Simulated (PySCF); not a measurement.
# Correlation energy of S(2+) (sulfur, charge +2)

[Ne] 3s2 3p2, high-spin 3P determinant. Calculation: PySCF 2.14, in aug-cc-pVDZ-DK (5s4p2d, 27 functions); the spin-free X2C one-electron Hamiltonian (Gaussian nucleus). Frozen: [Ne]; 4 electrons correlated.

MP2 pair energies summed by pair of shells (mhartree):

| pair | energy | share (%) |
| --- | --- | --- |
| 3s-3p | -32.26 | 60.8 |
| 3s-3s | -15.24 | 28.7 |
| 3p-3p | -5.54 | 10.4 |

Total MP2 correlation energy: -53.04 mhartree.

Same-spin part -8.40 and opposite-spin part -44.64 mhartree; SCS-MP2 scales them by 1/3 and 6/5 to -56.37 mhartree.

| level | correlation energy (mhartree) |
| --- | --- |
| CCSD | -74.45 |
| (T) | -0.89 |
| CCSD(T) | -75.34 |

Diagnostics: T1 = 0.0072, D1 = 0.0195, largest double amplitude 0.106.

Cost of the coupled-cluster step: 0.12 s of wall time on 1 thread of Neoverse-V2 (shared host), for 4 correlated electrons.

Iterations:

```
CC2 = 0
CCSD nocc = (np.int64(3), np.int64(1)), nmo = (22, 22)
frozen orbitals [[0, 1, 2, 3, 4], [0, 1, 2, 3, 4]]
max_cycle = 100
direct = 0
conv_tol = 1e-08
conv_tol_normt = 1e-06
diis_space = 8
diis_start_cycle = 0
Init t2, MP2 energy = -0.053035492128023
Init E_corr(UCCSD) = -0.0530354921323916
cycle = 1  E_corr(UCCSD) = -0.0676728511304354  dE = -0.014637359  norm(t1,t2) = 0.0478203
cycle = 2  E_corr(UCCSD) = -0.0719855938882183  dE = -0.00431274276  norm(t1,t2) = 0.0180115
cycle = 3  E_corr(UCCSD) = -0.0744592990001925  dE = -0.00247370511  norm(t1,t2) = 0.00797879
cycle = 4  E_corr(UCCSD) = -0.0744388360622119  dE = 2.0462938e-05  norm(t1,t2) = 0.00131211
cycle = 5  E_corr(UCCSD) = -0.0744555077805461  dE = -1.66717183e-05  norm(t1,t2) = 0.00018687
cycle = 6  E_corr(UCCSD) = -0.0744500835639076  dE = 5.42421664e-06  norm(t1,t2) = 2.57803e-05
cycle = 7  E_corr(UCCSD) = -0.0744520955180753  dE = -2.01195417e-06  norm(t1,t2) = 4.96669e-06
cycle = 8  E_corr(UCCSD) = -0.0744516470526513  dE = 4.48465424e-07  norm(t1,t2) = 1.28265e-06
cycle = 9  E_corr(UCCSD) = -0.0744516510753105  dE = -4.02265921e-09  norm(t1,t2) = 1.14089e-07
UCCSD converged
E(UCCSD) = -397.4797416612707  E_corr = -0.07445165107531053
UCCSD(T) correction = -0.000888903985457244
```
